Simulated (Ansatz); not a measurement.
Cost and result for the atomization energy of CH2AlFO (`F[CH]1[O][AlH]1`) (6 atoms, 6 bonds).

The species carries charge 0 and has multiplicity 1. Geometry: relaxed with PBE0-D4/def2-TZVP. Program: Ansatz. All runs use 2 threads of an Arm Neoverse V1 on a shared host. Times are those of one run each, without the atoms' runs, and a repeat can differ threefold. Electronic energies, without spin–orbit coupling; frozen cores. CCSD(T)/CBS adds CCSD(T) − MP2 in def2-TZVPP to the MP2 limit, and its time is that of the two runs behind it. T1 = 0.017.

CCSD(T)/CBS is a level of theory with its own doubt, some kJ/mol a heavy atom from the limit and from the frozen cores, so smaller differences don't rank the functionals.

| level | functions | wall time |
| --- | --- | --- |
| LDA (SPW92)/def2-TZVPP | 163 | 1 s |
| BLYP-D4/def2-TZVPP | 163 | 1.6 s |
| CCSD(T)/def2-SVP | 70 | 1.6 s |
| revPBE-D4/def2-TZVPP | 163 | 1.8 s |
| PBE0-D4/def2-TZVPP | 163 | 2.2 s |
| BHLYP-D4/def2-TZVPP | 163 | 2.4 s |
| B2PLYP/def2-TZVPP | 163 | 4.1 s |
| r2SCAN-D4/def2-TZVPP (with forces) | 163 | 4.4 s |
| ωB97X-V/def2-TZVPP | 163 | 6.5 s |
| B97M-V/def2-TZVPP | 163 | 9 s |
| MP2/def2-QZVPP | 301 | 11 s |
| CCSD(T)/def2-TZVPP | 163 | 33 s |
| CCSD(T)/CBS(def2) | – | 44 s |

(1) What atomization energy does each give, and how far from CCSD(T)/CBS? (An estimate is asked.)

## Answers

(1) The calculation gave: 
```csv
level,atomization (kcal/mol),difference from CCSD(T)/CBS,per bond
LDA (SPW92)/def2-TZVPP,591.4,96.7,16.1
BLYP-D4/def2-TZVPP,497.8,3.1,0.5
CCSD(T)/def2-SVP,459.4,-35.3,-5.9
revPBE-D4/def2-TZVPP,494.7,0.0,0.0
PBE0-D4/def2-TZVPP,492.1,-2.6,-0.4
BHLYP-D4/def2-TZVPP,462.9,-31.8,-5.3
B2PLYP/def2-TZVPP,487.6,-7.1,-1.2
r2SCAN-D4/def2-TZVPP (with forces),499.0,4.3,0.7
ωB97X-V/def2-TZVPP,495.8,1.1,0.2
B97M-V/def2-TZVPP,498.0,3.3,0.6
MP2/def2-QZVPP,507.9,13.2,2.2
CCSD(T)/def2-TZVPP,477.4,-17.3,-2.9
CCSD(T)/CBS(def2),494.7,0.0,0.0
```

From PBE to PBE0 (25 % exact exchange), in def2-TZVPP and without D4, the atomization energy moves by −20.7 kcal/mol: exact exchange takes away binding that semilocal exchange gives to molecules. At CCSD(T), def2-SVP lies −35.4 kcal/mol from the extrapolated value and def2-TZVPP −17.3 kcal/mol: correlation converges slowly with the basis, and small sets miss more of it in the bonded molecule than in its fragments. In def2-TZVPP, CCSD(T) changes the Hartree–Fock value by +156.2 kcal/mol (the triples alone add +12.0 kcal/mol) and MP2 by +176.3 kcal/mol; breaking electron pairs costs correlation energy, which Hartree–Fock lacks.
